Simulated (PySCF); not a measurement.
Give a PBE0-D3(BJ)/def2-SVP geometry of InChI=1S/C2H7BOS/c1-4-3-5-2/h3H,1-2H3.

Z-matrix in Å and degrees, rows numbered from 1:
```
C 
O   1  1.4043
B   2  1.3452  1  124.91
S   3  1.8105  2  122.51  1    -0.44
C   4  1.8163  3  101.24  2   179.75
H   1  1.1004  2  108.94  3  -128.89
H   1  1.1026  2  112.46  3    -8.32
H   1  1.1010  2  109.51  3   112.73
H   3  1.2094  2  117.68  1   179.31
H   5  1.0975  4  111.01  3   -52.42
H   5  1.0977  4  107.18  3  -171.33
H   5  1.0979  4  110.89  3    69.87
```

Of the pairs four or more bonds apart, S4···H7 is among the closest relative to their van der Waals radii: 2.60 Å, 87 % of the sum of Bondi's values. B3 (three-coordinate boron) is planar (angles 122.5°, 119.8° and 117.7°, sum 360.0°, 0.00 Å off the plane of its three neighbours). The 5 heavy atoms lie in one plane (0.004 Å rms). S4 (sulfur bonded to B and C) is bent (angle 101.2°).

Method: PySCF, PBE0-D3(BJ)/def2-SVP geometry optimisation, gas phase.

Point group: near Cs, missed by 0.25 Å at most; the miss may be what the optimiser left on a soft mode. Not checked by PBE0-D3(BJ)/def2-SVP frequencies. The numbers are those of one conformer (C1–O2–B3–S4 0°, O2–B3–S4–C5 180°).
